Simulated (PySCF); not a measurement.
Two-component Hartree-Fock for Pd¹⁷⁺ (palladium, charge +17)

Start: [Ar] 3d10 4s1; 4s1/2 filled at m_j = +1/2. Calculated with PySCF 2.14 in an uncontracted even-tempered set (18 s from 0.94 bohr⁻², ratio 2.8; 13 p from 1.2 bohr⁻², ratio 2.8; 8 d from 2.2 bohr⁻², ratio 2.8; 4 f from 5.6 bohr⁻², ratio 3): generalised Hartree-Fock with the X2C-1e Hamiltonian and a Gaussian nucleus; one run each with spin-orbit coupling (SO) switched off, then screened by Boettger's factors.

```tsv
spinor shell	electrons	ε, spin-free (eV)	ε, screened SO (eV)	weight of nominal j (screened SO)	rms radius, screened SO (bohr)
1s1/2	2	-24926.0	-24924.5	1.000	0.0365
2s1/2	2	-4097.5	-4097.1	1.000	0.150
2p1/2	2	-3713.4	-3824.0	1.000	0.130
2p3/2	4	-3713.4	-3662.3	1.000	0.135
3s1/2	2	-1114.3	-1114.2	1.000	0.399
3p1/2	2	-984.15	-1004.6	1.000	0.394
3p3/2	4	-984.15	-974.67	1.000	0.404
3d3/2	4	-781.28	-784.80	0.997	0.378
3d5/2	6	-781.28	-778.86	0.998	0.380
4s1/2	1	-454.67	-454.65	1.000	0.888
```

| quantity | spin-free | screened SO |
| --- | --- | --- |
| E (hartree) | -4931.65739 | -4932.49941 |
| M_J | 1/2 | 1/2 |
| ⟨J²⟩ | 0.750 | 0.750 |
| ⟨L²⟩ | 0.000 | 0.008 |
| ⟨S²⟩ | 0.750 | 0.758 |

Each row is a mean over spinors that exchange with the open shell spreads, by up to 2.652 eV (3s1/2).

Breit and QED terms are absent; they matter most for the inner s and p1/2 levels.

Densities and radii are taken from the X2C orbitals without a picture-change correction, which distorts them close to the nucleus.

Without spin-orbit coupling the j labels of p, d and f shells carry no meaning; the spin-free column gives the mean over the occupied spinors of each nl shell.
